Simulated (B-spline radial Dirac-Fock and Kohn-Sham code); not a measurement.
**Relativistic shifts of the levels of Tb⁴⁸⁺**

System: Tb⁴⁸⁺ in the configuration 1s2 2s2 2p6 3s2 3p5.

Both columns are ΔSCF binding energies of the configuration average from a B-spline atomic structure program: non-relativistic Hartree-Fock with a point nucleus, and Dirac-Fock with a finite nucleus and the Coulomb interaction alone, averaged over the two j levels with weights 2j+1.

| shell | Hartree-Fock (eV) | Dirac-Fock (eV) | shift (eV) | shift (%) |
| --- | --- | --- | --- | --- |
| 1s | 52238.0 | 55480.2 | +3242.16 | +6.21 |
| 2s | 10988.6 | 11870.7 | +882.14 | +8.03 |
| 3s | 4346.9 | 4608.6 | +261.70 | +6.02 |
| 3p | 4201.3 | 4313.7 | +112.31 | +2.67 |

Relativity binds 1s, 2s, 3s, 3p more strongly, among those listed most of all 2s in relative terms.

Values without a named source are computed, but for edge energies of neutral atoms, which are taken from tables.
